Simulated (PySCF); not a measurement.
Structure problem from calculated spectra and properties.

Formula: C10H7N.

| Quantity | Value |
| --- | --- |
| NMR, other nuclei | isotropic shieldings of nuclei other than C and H, by class: -32 (1 N) ppm [GIAO PBE0/pcSseg-1] |
| 13C NMR | chemical shifts (computed TMS as zero) by class: 149.8 (1 C), 147.3 (1 C), 144.0 (1 C), 139.0 (1 C), 134.3 (1 C), 132.5 (1 C), 130.6 (1 C), 127.4 (1 C), 120.7 (1 C), 39.7 (1 C) ppm [GIAO PBE0/pcSseg-1] |
| Rotational structure | rotational constants A, B, C: 2.134, 1.005, 0.744 GHz [GFN2-xTB] |
| 1H NMR | chemical shifts (computed TMS as zero) by class: 8.00 (1 H), 7.78 (1 H), 7.75 (1 H), 7.68 (1 H), 7.28 (1 H), 6.56 (1 H), 4.23 (1 H) ppm [GIAO PBE0/pcSseg-1] |
| Dipole | 3.96 D [PBE0/pcSseg-1] |

Gas-phase values; electronic properties from PySCF, density fitting. Levels stand in brackets. Isolated species at its GFN2-xTB geometry, gas phase. NMR values are class means; diastereotopic atoms form classes of their own.

**Question.** Propose a structure and show how it fits.

**Answer.** Numbering: `[N:1]#[C:2][C@@H:3]1[CH:4]=[CH:5][c:6]2[cH:7][cH:8][cH:9][cH:10][c:11]21`. Its formula, C10H7N, gives 8 degrees of unsaturation: 2 rings and 6 π bonds in the structure found (Kekulé form). 10 carbons fall into 10 classes; from least to most shielded: substituted aromatic carbon [C6] (149.8 ppm), substituted aromatic carbon [C11] (147.3 ppm), alkene CH carbon [C5] (144.0 ppm), alkene CH carbon [C4] (139.0 ppm), aromatic CH carbon [C8] (134.3 ppm), aromatic CH carbon [C9] (132.5 ppm), aromatic CH carbon [C10] (130.6 ppm), aromatic CH carbon [C7] (127.4 ppm), nitrile carbon [C2] (120.7 ppm), sp3 carbon next to a nitrile [C3] (39.7 ppm). Hydrogen classes from least to most shielded: 1 H on an aromatic CH carbon, C10 (8.00 ppm), 1 H on an aromatic CH carbon, C7 (7.78 ppm), 1 H on an aromatic CH carbon, C8 (7.75 ppm), 1 H on an aromatic CH carbon, C9 (7.68 ppm), 1 H on an alkene CH carbon, C5 (7.28 ppm), 1 H on an alkene CH carbon, C4 (6.56 ppm), 1 H on an sp3 carbon next to a nitrile, C3 (4.23 ppm). The other shieldings belong to: -32 ppm, nitrile nitrogen [N1]. The optimised geometry has point group C1 and is an asymmetric top. Structure: `N#C[C@@H]1C=Cc2ccccc21`. Computed isomers that give other values at the same levels: `N#Cc1cccc2c1C=CC2` (13C chemical shifts (computed TMS as zero) by class: 155.3 (1 C), 150.4 (1 C), 146.3 (1 C), 139.1 (1 C), 137.7 (1 C), 132.6 (1 C), 130.0 (1 C), 123.6 (1 C), 109.1 (1 C), 43.5 (1 C) ppm). The assignments are read from this structure; whether some other isomer fits the data as well wasn't checked. The mirror image fits equally.
